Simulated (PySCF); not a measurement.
Molecule: C6H13F3Si, SMILES CC(C)(C)CC[Si](F)(F)F. Atoms near the plane z = 1.5 Å, at the GFN2-xTB optimised geometry (x, y, z in Å): C3 (2.1, 0.9, -0.1), C6 (-0.6, -0.7, 0.0), Si7 (-2.5, -0.7, 0.0), F8 (-3.2, -1.4, 1.2), F10 (-3.2, 0.8, 0.0), H14 (1.6, 1.8, 0.0), H15 (1.9, 0.3, 0.9), H16 (3.2, 1.0, -0.2), H22 (-0.3, -0.2, 0.9), H23 (-0.3, -1.7, 0.0).

Method: PBE/def2-SVP (PySCF). Cells within 0.4 Å of a nucleus heavier than hydrogen are left out (blank, or x). The values are rescaled to run from 0 to 1.

```
|1122222222222222222222222222222|
|1111122222222222222222222222222|
|1111112222222222222222222222222|
|1111111222222222222222222222222|
|1111111122222222222222222222222|
|1111111112222222222222222222222|
|1111111112222222222222222222222|
|1111111111222222222222222222222|
|1111111111222222222222222222222|
|1111111111222222222222222222222|
|1111101112222333322222222222222|
|1110000112233333333332222222222|
|1110001122333333333343322222222|
|1111011234444455444576432222222|
|1111112455555687545799432222222|
|1111123577655899755797432222222|
|1100124788765899744555332222222|
|1000169998755676543343332222222|
|1000299997554444433333322222222|
|100039xx96444333333333322222222|
|1000199993333333333333322222222|
|1000015521233333333333322222222|
|1100000001223333333333222222222|
|1110000011222333333332222222222|
|1111111111222223332222222222222|
|1111111112222222222222222222222|
|1111111112222222222222222222222|
|1111111122222222222222222222222|
|1111111122222222222222222222222|
|1111111222222222222222222222222|
|1111111222222222222222222222222|
```
Scale: ten equal steps from 0.000 (start of '0') to 1.00 (end of '9'), in the order '0123456789'; x runs from -5.50 to 5.50, y from -5.50 (bottom) to 5.50 (top).

Which quantity is mapped?
(A) electrostatic potential
(B) electron localisation function
(C) Laplacian of the electron density
(D) log10 of the electron density

A, electrostatic potential. In full: electrostatic potential (hartree/e), clipped to [-0.08, 0.12].
